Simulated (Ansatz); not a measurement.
`[AlH2][SeH]` + `C=C[SiH2]O` → `O[SiH2]/C=C/[SeH]` + `[AlH3]`  (formal exchange of groups at the Se–Al bond)

Calculated with Ansatz (gas phase, PBE0-D4/def2-TZVP geometries, no zero-point term in ΔE). CCSD(T)/CBS is the MP2 limit (def2-TZVPP, def2-QZVPP) plus CCSD(T) − MP2 in def2-TZVPP, frozen cores. This one scheme is used for every species. For Se outer-core shells are correlated without core-valence functions, which leaves a few kJ/mol of doubt a bond. Scalar relativity is left out up to krypton. Each species was taken in one conformer, which may not be the lowest.

`[AlH2][SeH]`:

Cartesian coordinates in Å:
```
Al 0.576 -0.107 -0.390
Se -0.624 0.236 1.559
H 2.139 -0.266 -0.231
H -0.194 -0.167 -1.769
H -1.897 0.305 0.830
```

`C=C[SiH2]O`:

Cartesian coordinates in Å:
```
C -0.801 1.178 0.813
C 0.410 0.783 0.428
Si 0.719 -0.845 -0.411
O -0.695 -1.620 -0.757
H -1.676 0.551 0.663
H -0.974 2.134 1.299
H 1.252 1.450 0.610
H 1.514 -0.601 -1.648
H 1.476 -1.764 0.475
H -1.226 -1.267 -1.471
```

`O[SiH2]/C=C/[SeH]`:

Z-matrix (Å, degrees):
```
Si
C 1 1.843
O 1 1.650 2 108.7
H 1 1.490 2 107.4 3 121.1
H 1 1.492 2 111.6 3 -119.9
C 2 1.333 1 120.5 3 -119.8
H 2 1.089 1 120.0 3 61.1
H 3 0.958 1 117.3 2 -155.7
Se 6 1.891 2 124.1 1 -178.5
H 6 1.086 2 121.6 1 1.3
H 9 1.467 6 95.1 2 -178.6
```

`[AlH3]`:

Cartesian coordinates in Å:
```
Al 0.000 0.000 0.000
H 0.277 -0.525 -1.471
H -0.612 -0.977 1.088
H 0.335 1.502 0.382
```

```
            species  SCS-MP2/def2-TZVPP energy (Eh)
      `[AlH2][SeH]`                     -2643.90145
       `C=C[SiH2]O`                      -443.82217
`O[SiH2]/C=C/[SeH]`                     -2843.91334
           `[AlH3]`                      -243.75032
```

Q: Work out ΔE.

A: ΔE = (-2843.91334) + (-243.75032) − (-2643.90145) − (-443.82217) = 0.05996 Eh = +37.6 kcal/mol. CCSD(T)/CBS gives +39.5 kcal/mol.

Largest T1 diagnostic among the species: 0.011.

From PBE to PBE0 (25 % exact exchange), in def2-TZVPP and without D4, ΔE moves by +1.6 kcal/mol. The D4 term adds −1.0 kcal/mol with B3LYP and −0.6 kcal/mol with PBE0; it sums over pairs of atoms, weighted by their polarisabilities, and B3LYP, whose exchange is more repulsive, gets the larger term.

B3LYP here is the variant with VWN-RPA as its local correlation; programs differ in this.
